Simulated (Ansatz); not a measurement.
(NaNH2)2 ring (Na2N2H4). Total charge 0; singlet. Geometry relaxed at PBE0-D4/def2-SVP.

```xyz
8

Na   -0.430    1.347   -0.154
N     1.398    0.330   -1.020
Na    0.429   -1.348    0.152
N    -1.398   -0.330    1.020
H     2.331    0.658   -0.752
H     1.493    0.245   -2.037
H    -1.491   -0.244    2.037
H    -2.332   -0.658    0.754
```

**Question.** Estimate the harmonic wavenumbers at RKS PBE0-D4/def2-SVP (Ansatz, unscaled). Is this a minimum?

**Answer.** 101, 209, 302, 317, 322, 386, 390, 410, 436, 469, 554, 554, 1555, 1561, 3477, 3479, 3544, 3544 cm⁻¹. Yes, no mode is imaginary beyond noise. Zero-point energy 129.3 kJ/mol. It took 25 s on 4 threads of AMD EPYC 7B13 on a shared host.
